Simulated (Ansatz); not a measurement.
Cost and result for the atomization energy of `[NH2][AlH][GaH2]` (8 atoms, 7 bonds).

```xyz
8

N     1.205    1.326    0.344
Al    0.092    0.434   -0.708
Ga   -1.180   -1.542    0.201
H     1.396    1.120    1.310
H     1.745    2.124    0.048
H    -0.017    0.979   -2.201
H    -2.613   -1.417    0.859
H    -0.629   -3.024    0.146
```

Charge 0, multiplicity 1. Correlated methods include outer-core shells of Ga, which these sets cover unevenly. Scalar relativity is left out up to krypton. The geometry is a stationary point of PBE0-D4/def2-TZVP. It is one conformer, not always the lowest. Program: Ansatz. All runs use 2 threads of an AMD EPYC 7B13 on a shared host. Times are those of one run each, without the atoms' runs, and a repeat can differ threefold. Electronic energies, without spin–orbit coupling; frozen cores. CCSD(T)/CBS adds CCSD(T) − MP2 in def2-TZVPP to the MP2 limit, and its time is that of the two runs behind it. T1 = 0.013. With those shells the extrapolation isn't a true limit. HSE06 is the plane-wave form, built on full-range PBE exchange.

CCSD(T)/CBS is a level of theory with its own doubt, some kJ/mol a heavy atom from the limit and from the frozen cores, so smaller differences don't rank the functionals.

| level | functions | wall time |
| --- | --- | --- |
| LDA (SPW92)/def2-TZVPP | 191 | 1.2 s |
| revPBE-D4/def2-TZVPP | 191 | 1.7 s |
| BLYP-D4/def2-TZVPP | 191 | 1.9 s |
| PBE0-D4/def2-TZVPP | 191 | 2.6 s |
| HSE06-D4/def2-TZVPP | 191 | 2.8 s |
| CCSD(T)/def2-SVP | 89 | 3.2 s |
| r2SCAN-D4/def2-TZVPP (with forces) | 191 | 3.7 s |
| r2SCANh-D4/def2-TZVPP | 191 | 4.1 s |
| B97M-V/def2-TZVPP | 191 | 6.5 s |
| ωB97M-V/def2-TZVPP (with forces) | 191 | 11 s |
| MP2/def2-QZVPP | 366 | 18 s |
| CCSD(T)/def2-TZVPP | 191 | 46 s |
| CCSD(T)/CBS(def2) | – | 64 s |

(1) What atomization energy does each give, and how far from CCSD(T)/CBS? (An estimate is asked.)

## Answers

(1) The calculation gave: 
```json
{"level": "LDA (SPW92)/def2-TZVPP", "atomization (kcal/mol)": "574.3", "difference from CCSD(T)/CBS": "59.6", "per bond": "8.5"}
{"level": "revPBE-D4/def2-TZVPP", "atomization (kcal/mol)": "499.1", "difference from CCSD(T)/CBS": "-15.6", "per bond": "-2.2"}
{"level": "BLYP-D4/def2-TZVPP", "atomization (kcal/mol)": "507.0", "difference from CCSD(T)/CBS": "-7.7", "per bond": "-1.1"}
{"level": "PBE0-D4/def2-TZVPP", "atomization (kcal/mol)": "504.6", "difference from CCSD(T)/CBS": "-10.1", "per bond": "-1.4"}
{"level": "HSE06-D4/def2-TZVPP", "atomization (kcal/mol)": "504.8", "difference from CCSD(T)/CBS": "-9.9", "per bond": "-1.4"}
{"level": "CCSD(T)/def2-SVP", "atomization (kcal/mol)": "476.2", "difference from CCSD(T)/CBS": "-38.5", "per bond": "-5.5"}
{"level": "r2SCAN-D4/def2-TZVPP (with forces)", "atomization (kcal/mol)": "511.5", "difference from CCSD(T)/CBS": "-3.2", "per bond": "-0.5"}
{"level": "r2SCANh-D4/def2-TZVPP", "atomization (kcal/mol)": "508.6", "difference from CCSD(T)/CBS": "-6.1", "per bond": "-0.9"}
{"level": "B97M-V/def2-TZVPP", "atomization (kcal/mol)": "519.5", "difference from CCSD(T)/CBS": "4.8", "per bond": "0.7"}
{"level": "ωB97M-V/def2-TZVPP (with forces)", "atomization (kcal/mol)": "512.1", "difference from CCSD(T)/CBS": "-2.6", "per bond": "-0.4"}
{"level": "MP2/def2-QZVPP", "atomization (kcal/mol)": "507.9", "difference from CCSD(T)/CBS": "-6.8", "per bond": "-1.0"}
{"level": "CCSD(T)/def2-TZVPP", "atomization (kcal/mol)": "501.3", "difference from CCSD(T)/CBS": "-13.4", "per bond": "-1.9"}
{"level": "CCSD(T)/CBS(def2)", "atomization (kcal/mol)": "514.7", "difference from CCSD(T)/CBS": "0.0", "per bond": "0.0"}
```

From r2SCAN to r2SCAN0 (25 % exact exchange), in def2-TZVPP and without D4, the atomization energy moves by −7.1 kcal/mol: exact exchange takes away binding that semilocal exchange gives to molecules. In def2-TZVPP, CCSD(T) changes the Hartree–Fock value by +139.3 kcal/mol (the triples alone add +6.0 kcal/mol) and MP2 by +137.8 kcal/mol; breaking electron pairs costs correlation energy, which Hartree–Fock lacks. At CCSD(T), def2-SVP lies −38.5 kcal/mol from the extrapolated value and def2-TZVPP −13.4 kcal/mol: correlation converges slowly with the basis, and small sets miss more of it in the bonded molecule than in its fragments.
